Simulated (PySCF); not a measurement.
C4H5NSi, SMILES C#C[SiH](N)C#C.

Geometry: B3LYP-D3(BJ)/def2-SVP. This is a generated structure with no PubChem entry under its InChIKey; it may be hypothetical. The values are those of a single conformer.

The numbers are results of TDDFT-LC-ωPBE/def2-SVPD (PySCF), not measurements.

Vertical excitations. 

```json
[
 {"state": "S1", "energy (eV)": "5.93", "λ (nm)": "209", "f": "0.000", "main pairs": "HOMO−1→LUMO 34 %, HOMO−3→LUMO+1 9 %, HOMO−4→LUMO+3 8 %, HOMO→LUMO+1 7 %"},
 {"state": "S2", "energy (eV)": "6.02", "λ (nm)": "206", "f": "0.000", "main pairs": "HOMO−2→LUMO 19 %, HOMO−1→LUMO+6 13 %, HOMO−4→LUMO 10 %, HOMO−1→LUMO+1 7 %"},
 {"state": "S3", "energy (eV)": "6.28", "λ (nm)": "197", "f": "0.001", "main pairs": "HOMO→LUMO+1 21 %, HOMO−3→LUMO+1 21 %, HOMO−1→LUMO 13 %, HOMO−2→LUMO+3 7 %"},
 {"state": "S4", "energy (eV)": "6.28", "λ (nm)": "197", "f": "0.002", "main pairs": "HOMO−1→LUMO+1 23 %, HOMO→LUMO 17 %, HOMO−2→LUMO+6 10 %, HOMO−3→LUMO 10 %"},
 {"state": "S5", "energy (eV)": "6.39", "λ (nm)": "194", "f": "0.003", "main pairs": "HOMO−2→LUMO 21 %, HOMO−4→LUMO+1 19 %, HOMO→LUMO+3 8 %"},
 {"state": "S6", "energy (eV)": "6.44", "λ (nm)": "192", "f": "0.001", "main pairs": "HOMO−2→LUMO+1 26 %, HOMO−4→LUMO 13 %, HOMO−3→LUMO+3 9 %, HOMO−3→LUMO+1 8 %"},
 {"state": "S7", "energy (eV)": "6.99", "λ (nm)": "177", "f": "0.062", "main pairs": "HOMO→LUMO 53 %, HOMO−3→LUMO 12 %, HOMO−4→LUMO 8 %"},
 {"state": "S8", "energy (eV)": "7.87", "λ (nm)": "158", "f": "0.002", "main pairs": "HOMO→LUMO+1 47 %, HOMO−3→LUMO+1 13 %, HOMO−4→LUMO+1 9 %, HOMO−2→LUMO+1 8 %"},
 {"state": "S9", "energy (eV)": "8.27", "λ (nm)": "150", "f": "0.008", "main pairs": "HOMO→LUMO+2 37 %, HOMO→LUMO+5 14 %, HOMO→LUMO+3 10 %"},
 {"state": "S10", "energy (eV)": "8.50", "λ (nm)": "146", "f": "0.030", "main pairs": "HOMO→LUMO+3 48 %, HOMO→LUMO+2 8 %"},
 {"state": "T1", "energy (eV)": "4.73", "λ (nm)": "262", "f": "0", "main pairs": "HOMO−1→LUMO+1 21 %, HOMO−3→LUMO 12 %, HOMO→LUMO 11 %, HOMO−4→LUMO+6 11 %"},
 {"state": "T2", "energy (eV)": "4.79", "λ (nm)": "259", "f": "0", "main pairs": "HOMO−2→LUMO+1 12 %, HOMO−2→LUMO 11 %, HOMO−3→LUMO+6 11 %, HOMO−4→LUMO+1 9 %"},
 {"state": "T3", "energy (eV)": "5.24", "λ (nm)": "236", "f": "0", "main pairs": "HOMO−1→LUMO 20 %, HOMO−3→LUMO+1 13 %, HOMO−2→LUMO+3 10 %, HOMO−4→LUMO+6 9 %"},
 {"state": "T4", "energy (eV)": "5.26", "λ (nm)": "236", "f": "0", "main pairs": "HOMO−1→LUMO+1 24 %, HOMO−3→LUMO 14 %, HOMO−4→LUMO+3 11 %, HOMO−2→LUMO+6 9 %"}
]
```
Triplets are in the Tamm–Dancoff approximation, which puts them higher than full response would, so one can lie above its singlet here.
